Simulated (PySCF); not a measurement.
## [ZrS2]-: fields on a plane

Method: UPBE0 in PySCF with Zr def2-SVPD with ECP28, S def2-SVPD; scalar-relativistic core potentials, no spin–orbit coupling; density-fitted integrals.

The doublet minimum has Zr–S 2.264 Å (×2); S–Zr–S 117.4°.

The plane holds Zr1 at (0.00, 0.00), S2 at (2.26, 0.00), S3 at (-1.04, 2.01) Å. Columns run from x = -3.15 to 4.65 Å, rows from y = 4.35 (top) to -1.95 Å, in steps of 0.3 Å. Other isomers or separated fragments may lie lower. Core electrons replaced by a potential are absent, the electrostatic potential uses the reduced nuclear charge, and values within about 0.7 Å of such atoms have no physical meaning.

Task: Give the electron density (e/Å³) (cut at 5 e/Å³). Lower edges of the bins (e/Å³): '0' 0.000, '1' 0.030, '2' 0.076, '3' 0.151, '4' 0.268, '5' 0.455, '6' 0.750, '7' 1.218, '8' 1.960, '9' 3.136; top 5.00.

Result: 
```
000000000000000000000000000
000000000000000000000000000
000000111100000000000000000
000011222110000000000000000
000123444321000000000000000
001234565432100000000000000
001346777643110000000000000
012356999653210000000000000
012357999754211000000000000
012356898754221111111000000
001345677654322222322110000
001234566655433344443211000
001123445677644456665421000
000112346999865567876532100
000011248944976679997532100
000001248944976679997532100
000001136999965567876531000
000000124678654456665421000
000000112344433344443211000
000000011122212223322110000
000000001111111111111000000
000000000000000000000000000
```

Task: Give the spin density (e/Å³) (cut at ±0.5 e/Å³). Lower edges of the bins (e/Å³): '0' -0.047, '1' -0.016, '2' 0.015, '3' 0.046, '4' 0.077, '5' 0.108, '6' 0.140, '7' 0.171, '8' 0.202, '9' 0.233; top 0.26.

Result: 
```
111111111111111111111111111
111111111111111111111111111
111111111111111111111111111
111111111111111111111111111
111111111111111111111111111
111111111111111111111111111
111111111111111111111111111
111111111111111111111111111
111111101111111111111111111
111111111111111111111111111
111111111111111111111111111
111111112211111111111111111
111111112321111111111111111
111111124730111111111111111
111111125921222111011111111
111111113612842111011111111
111111111347842111111111111
111111221123321111111111111
111112222211111111111111111
111112222221111111111111111
111111222221111111111111111
111111122221111111111111111
```

With open d or f shells other occupations or spin states may lie lower. The lowest empty level of this anion is unbound, so it and the gap depend on the basis.
